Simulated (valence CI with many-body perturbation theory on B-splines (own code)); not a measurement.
# E1 transitions of Te44+

Level of theory: relativistic CI+MBPT: six valence electrons over a frozen Dirac-Fock core [He], a basis of 9 s, 9 p, 8 d, 6 f, 3 g, 1 h functions for each j, with the one-electron correlation potential Σ1 (screened to all orders), the two-electron term Σ2, the three-electron term Σ3, Breit, model QED; selected single and double excitations, second order for the rest, scaled by the run's own slope (own B-spline code, finite nucleus).

No measured spectrum was set against this ion. As an estimate, large intervals hold to a few tenths of a per cent, small ones and those within an open d or f shell to about a per cent. Among the levels kept, up to 2500 cm⁻¹ of a level comes from second order outside the variational space, and about a tenth of that is noise between levels of different J, which matters for small intervals.

Lines 51 to 100 of 248 in falling wavelength, among levels below 343.11 Ry, chosen from the strongest by gf and those to the six lowest levels. Wavelengths and rates use the calculated energies. Electric multipoles are in the length gauge with retardation, E1 and E2 with the static RPA response of the core. Weak lines are less certain than strong ones. Lines between different terms over intervals too small for the method are left out, as are lines whose strength nearly cancels. Where a level lies close to another of its J and parity, the split of strength between their lines is uncertain. The highest levels of a list are the least certain.

Levels are named by their leading jj configuration (3d3/2^4 stands for four electrons in 3d with j = 3/2), which in mixed levels can hold well under half, so a name can repeat and another be missing. Letters in brackets count levels of one name in rising energy.

| λ vac (nm) | Upper | Lower | A (s⁻¹) | S (a.u.) with core polarisation | S without |
| --- | --- | --- | --- | --- | --- |
| 8.182 | (2s^2 2p1/2 2p3/2^2 3d5/2) J=1 [a] | (2s^2 2p1/2 2p3/2^2 3p1/2) J=2 [b] | 1.70e+10 | 1.38e-02 | 1.38e-02 |
| 8.165 | (2s^2 2p1/2 2p3/2^2 3p3/2) J=2 [a] | (2s^2 2p1/2 2p3/2^2 3s) J=2 [a] | 3.13e+10 | 4.21e-02 | 4.21e-02 |
| 8.094 | (2s^2 2p1/2^2 2p3/2 3p3/2) J=3 | (2s^2 2p1/2^2 2p3/2 3s) J=2 | 8.48e+10 | 1.55e-01 | 1.55e-01 |
| 8.087 | (2s^2 2p1/2^2 2p3/2 3p3/2) J=1 | (2s^2 2p1/2^2 2p3/2 3s) J=2 | 1.64e+10 | 1.29e-02 | 1.29e-02 |
| 8.046 | (2s^2 2p1/2 2p3/2^2 3p3/2) J=1 [c] | (2s^2 2p1/2 2p3/2^2 3s) J=1 [b] | 2.12e+10 | 1.64e-02 | 1.64e-02 |
| 7.896 | (2s^2 2p1/2 2p3/2^2 3p3/2) J=1 [c] | (2s^2 2p1/2 2p3/2^2 3s) J=0 | 5.12e+10 | 3.73e-02 | 3.73e-02 |
| 7.870 | (2s^2 2p1/2 2p3/2^2 3p3/2) J=3 [a] | (2s^2 2p1/2^2 2p3/2 3d5/2) J=2 | 1.25e+10 | 2.11e-02 | 2.11e-02 |
| 7.830 | (2s^2 2p1/2^2 2p3/2 3d3/2) J=2 | (2s^2 2p1/2^2 2p3/2 3p1/2) J=2 | 3.07e+10 | 3.64e-02 | 3.64e-02 |
| 7.815 | (2s^2 2p1/2 2p3/2^2 3p3/2) J=2 [c] | (2s^2 2p1/2 2p3/2^2 3s) J=1 [b] | 7.47e+10 | 8.79e-02 | 8.80e-02 |
| 7.781 | (2s^2 2p1/2 2p3/2^2 3d3/2) J=2 [a] | (2s^2 2p1/2 2p3/2^2 3p1/2) J=2 [a] | 3.28e+10 | 3.81e-02 | 3.81e-02 |
| 7.777 | (2s^2 2p1/2 2p3/2^2 3d5/2) J=2 | (2s^2 2p1/2 2p3/2^2 3p1/2) J=1 [b] | 1.76e+10 | 2.04e-02 | 2.04e-02 |
| 7.762 | (2s^2 2p1/2 2p3/2^2 3p3/2) J=1 [a] | (2s^2 2p1/2 2p3/2^2 3s) J=1 [a] | 3.52e+10 | 2.44e-02 | 2.44e-02 |
| 7.740 | (2s^2 2p1/2^2 2p3/2 3d3/2) J=2 | (2s^2 2p1/2^2 2p3/2 3p1/2) J=1 | 3.38e+10 | 3.87e-02 | 3.87e-02 |
| 7.719 | (2s^2 2p1/2 2p3/2^2 3d3/2) J=1 [b] | (2s^2 2p1/2 2p3/2^2 3p1/2) J=2 [b] | 2.66e+10 | 1.81e-02 | 1.81e-02 |
| 7.668 | (2s^2 2p1/2 2p3/2^2 3d5/2) J=4 [a] | (2s^2 2p1/2 2p3/2^2 3p1/2) J=3 | 6.59e+09 | 1.32e-02 | 1.32e-02 |
| 7.614 | (2s^2 2p1/2 2p3/2^2 3p3/2) J=1 [b] | (2s^2 2p1/2 2p3/2^2 3s) J=2 [b] | 3.61e+10 | 2.36e-02 | 2.36e-02 |
| 7.587 | (2s^2 2p1/2^2 2p3/2 3d3/2) J=3 | (2s^2 2p1/2^2 2p3/2 3p1/2) J=2 | 6.63e+10 | 1.00e-01 | 1.00e-01 |
| 7.562 | (2s^2 2p1/2 2p3/2^2 3d3/2) J=4 | (2s^2 2p1/2 2p3/2^2 3p1/2) J=3 | 6.30e+10 | 1.21e-01 | 1.21e-01 |
| 7.534 | (2s^2 2p1/2^2 2p3/2 3p3/2) J=2 | (2s^2 2p1/2^2 2p3/2 3s) J=1 | 6.05e+10 | 6.38e-02 | 6.39e-02 |
| 7.533 | (2s^2 2p1/2 2p3/2^2 3d3/2) J=3 [a] | (2s^2 2p1/2 2p3/2^2 3p1/2) J=2 [a] | 5.73e+10 | 8.47e-02 | 8.47e-02 |
| 7.520 | (2s^2 2p1/2 2p3/2^2 3d3/2) J=1 [a] | (2s^2 2p1/2 2p3/2^2 3p1/2) J=1 [a] | 5.75e+10 | 3.62e-02 | 3.62e-02 |
| 7.482 | (2s^2 2p1/2 2p3/2^2 3d3/2) J=2 [c] | (2s^2 2p1/2 2p3/2^2 3p1/2) J=1 [b] | 3.08e+10 | 3.18e-02 | 3.18e-02 |
| 7.475 | (2s^2 2p1/2^2 2p3/2 3d3/2) J=1 | (2s^2 2p1/2^2 2p3/2 3p1/2) J=2 | 1.44e+10 | 8.90e-03 | 8.90e-03 |
| 7.454 | (2s^2 2p1/2 2p3/2^2 3d3/2) J=2 [a] | (2s^2 2p1/2 2p3/2^2 3p1/2) J=1 [a] | 3.19e+10 | 3.26e-02 | 3.26e-02 |
| 7.434 | (2s^2 2p1/2 2p3/2^2 3d3/2) J=0 | (2s^2 2p1/2 2p3/2^2 3p1/2) J=1 [a] | 7.22e+10 | 1.46e-02 | 1.46e-02 |
| 7.394 | (2s^2 2p1/2^2 2p3/2 3d3/2) J=1 | (2s^2 2p1/2^2 2p3/2 3p1/2) J=1 | 6.02e+10 | 3.61e-02 | 3.61e-02 |
| 7.362 | (2s^2 2p1/2 2p3/2^2 3p3/2) J=4 | (2s^2 2p1/2^2 2p3/2 3d5/2) J=3 | 1.04e+10 | 1.85e-02 | 1.85e-02 |
| 7.356 | (2s^2 2p1/2^2 2p3/2 3d3/2) J=0 | (2s^2 2p1/2^2 2p3/2 3p1/2) J=1 | 7.55e+10 | 1.48e-02 | 1.48e-02 |
| 7.254 | (2s^2 2p1/2^2 2p3/2 3p3/2) J=2 | (2s^2 2p1/2^2 2p3/2 3s) J=2 | 5.35e+10 | 5.04e-02 | 5.05e-02 |
| 7.239 | (2s^2 2p1/2 2p3/2^2 3d3/2) J=2 [b] | (2s^2 2p1/2 2p3/2^2 3p1/2) J=3 | 1.34e+10 | 1.25e-02 | 1.25e-02 |
| 7.238 | (2s^2 2p1/2 2p3/2^2 3d3/2) J=3 [b] | (2s^2 2p1/2 2p3/2^2 3p1/2) J=3 | 2.74e+10 | 3.58e-02 | 3.58e-02 |
| 7.178 | (2s 2p1/2^2 2p3/2^2 3p1/2) J=2 | (2s^2 2p1/2 2p3/2^2 3p1/2) J=2 [b] | 1.33e+10 | 1.21e-02 | 1.21e-02 |
| 7.162 | (2s^2 2p1/2 2p3/2^2 3p3/2) J=2 [b] | (2s^2 2p1/2 2p3/2^2 3s) J=2 [b] | 6.64e+10 | 6.02e-02 | 6.02e-02 |
| 7.048 | (2s 2p1/2^2 2p3/2^2 3p1/2) J=3 | (2s^2 2p1/2 2p3/2^2 3p1/2) J=2 [b] | 1.51e+10 | 1.83e-02 | 1.83e-02 |
| 7.011 | (2s^2 2p1/2 2p3/2^2 3p3/2) J=2 [b] | (2s^2 2p1/2 2p3/2^2 3s) J=3 | 1.78e+10 | 1.52e-02 | 1.52e-02 |
| 6.855 | (2s^2 2p1/2^2 2p3/2 3p3/2) J=0 | (2s^2 2p1/2^2 2p3/2 3s) J=1 | 1.52e+11 | 2.41e-02 | 2.41e-02 |
| 6.838 | (2s^2 2p1/2 2p3/2^2 3p3/2) J=1 [b] | (2s^2 2p1/2 2p3/2^2 3s) J=1 [a] | 5.42e+10 | 2.57e-02 | 2.57e-02 |
| 6.676 | (2s^2 2p1/2 2p3/2^2 3p3/2) J=2 [c] | (2s^2 2p1/2 2p3/2^2 3s) J=2 [b] | 2.03e+10 | 1.49e-02 | 1.49e-02 |
| 6.613 | (2s^2 2p1/2 2p3/2^2 3p3/2) J=1 [b] | (2s^2 2p1/2 2p3/2^2 3s) J=2 [a] | 2.06e+10 | 8.84e-03 | 8.84e-03 |
| 6.494 | (2s 2p1/2^2 2p3/2^2 3s) J=3 | (2s^2 2p1/2 2p3/2^2 3s) J=3 | 1.59e+10 | 1.51e-02 | 1.51e-02 |
| 6.270 | (2s 2p1/2^2 2p3/2^2 3p1/2) J=3 | (2s^2 2p1/2 2p3/2^2 3p1/2) J=3 | 1.62e+10 | 1.38e-02 | 1.38e-02 |
| 6.046 | (2s 2p1/2^2 2p3/2^2 3s) J=2 [a] | (2s^2 2p1/2 2p3/2^2 3s) J=2 [b] | 3.53e+10 | 1.92e-02 | 1.93e-02 |
| 5.853 | (2s 2p1/2^2 2p3/2^2 3s) J=3 | (2s^2 2p1/2 2p3/2^2 3s) J=2 [a] | 3.42e+10 | 2.37e-02 | 2.37e-02 |
| 5.832 | (2s 2p1/2^2 2p3/2^2 3p1/2) J=3 | (2s^2 2p1/2 2p3/2^2 3p1/2) J=2 [a] | 2.19e+10 | 1.50e-02 | 1.50e-02 |
| 5.730 | (2s 2p1/2^2 2p3/2^2 3p1/2) J=2 | (2s^2 2p1/2 2p3/2^2 3p1/2) J=1 [a] | 2.59e+10 | 1.20e-02 | 1.20e-02 |
| 5.470 | (2s 2p1/2^2 2p3/2^2 3s) J=1 [a] | (2s^2 2p1/2 2p3/2^2 3s) J=1 [b] | 3.27e+10 | 7.93e-03 | 7.94e-03 |
| 5.363 | (2s 2p1/2^2 2p3/2^3) J=2 | (2s^2 2p1/2 2p3/2^3) J=2 | 1.84e+10 | 7.01e-03 | 7.03e-03 |
| 5.010 | (2s 2p1/2^2 2p3/2^3) J=2 | (2s^2 2p1/2 2p3/2^3) J=1 | 2.60e+10 | 8.06e-03 | 8.08e-03 |
| 4.763 | (2s 2p1/2^2 2p3/2^2 3s) J=1 [b] | (2s^2 2p1/2 2p3/2^2 3s) J=2 [b] | 5.52e+10 | 8.84e-03 | 8.85e-03 |
| 4.699 | (2s 2p1/2^2 2p3/2^2 3s) J=2 [b] | (2s^2 2p1/2 2p3/2^2 3s) J=3 | 3.14e+10 | 8.03e-03 | 8.05e-03 |
